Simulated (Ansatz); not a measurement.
Consider the substitution at a C–Si bond: `O[SiH2]C[SiH2]S` + `[AsH3]` → `O[SiH2]C[AsH2]` + `[SiH3]S`.

Program: Ansatz. Geometries: PBE0-D4/def2-TZVP. ΔE: electronic, gas phase. CCSD(T)/CBS is the MP2 limit (def2-TZVPP, def2-QZVPP) plus CCSD(T) − MP2 in def2-TZVPP, frozen cores. For As outer-core shells are correlated without core-valence functions, which leaves a few kJ/mol of doubt a bond. Scalar relativity is left out up to krypton. One conformer a species, not always the lowest.

```tsv
species	CCSD(T)/def2-TZVPP energy (Eh)
`O[SiH2]C[SiH2]S`	-1093.90912
`[AsH3]`	-2236.24568
`O[SiH2]C[AsH2]`	-2640.93735
`[SiH3]S`	-689.20524
```

Work out ΔE.

ΔE = (-2640.93735) + (-689.20524) − (-1093.90912) − (-2236.24568) = 0.01221 Eh = +32.1 kJ/mol. CCSD(T)/CBS gives +33.9 kJ/mol.

Largest T1 diagnostic among the species: 0.011.
